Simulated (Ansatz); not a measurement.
Isolated molecules relaxed with PBE0-D4/def2-TZVP in Ansatz; ΔE leaves out vibrations. CCSD(T)/CBS adds triple-zeta CCSD(T) − MP2 to the extrapolated MP2 energy (def2 sets, frozen cores). This one scheme is used for every species. DFT in def2-TZVPP. B3LYP here is the variant with VWN-RPA as its local correlation; programs differ in this.

Consider the ligand exchange at the Si–C bond: `BC(B)[SiH3]` + `[OH][AlH2]` → `[AlH2][O][SiH3]` + `BCB`.

```tsv
level	ΔE (kJ/mol)	difference from CCSD(T)/CBS
LDA (SPW92)	-48.5	27.0
PBE-D4	-56.3	19.2
revPBE-D4	-55.1	20.4
BLYP-D4	-76.9	-1.4
r2SCANh-D4	-73.7	1.8
r2SCAN0-D4	-75.9	-0.4
B2PLYP	-86.3	-10.8
PBE0	-68.8	6.7
B3LYP	-90.1	-14.6
r2SCANh	-74.7	0.8
r2SCAN0	-77.0	-1.5
CCSD/def2-SVP	-84.2	-8.7
CCSD(T)/def2-SVP	-78.2	-2.7
HF/def2-QZVPP	-124.5	-49.0
MP2/def2-QZVPP	-74.7	0.8
HF/CBS(def2)	-124.8	-49.3
CCSD(T)/CBS	-75.5	0
```

Largest T1 diagnostic among the species: 0.012.

In def2-TZVPP, CCSD(T) changes the Hartree–Fock value by +46.2 kJ/mol (the triples alone add +7.4 kJ/mol) and MP2 by +48.1 kJ/mol. Leaving LDA and LC-ωPBE aside and taking each functional with its dispersion term where it has one, the values, not all of them listed here, spread over 39.9 kJ/mol, from BHLYP-D4 to revPBE-D4. LDA lies +12.1 kJ/mol from PBE without D4. From PBE to PBE0 (25 % exact exchange), in def2-TZVPP and without D4, ΔE moves by −8.2 kJ/mol.
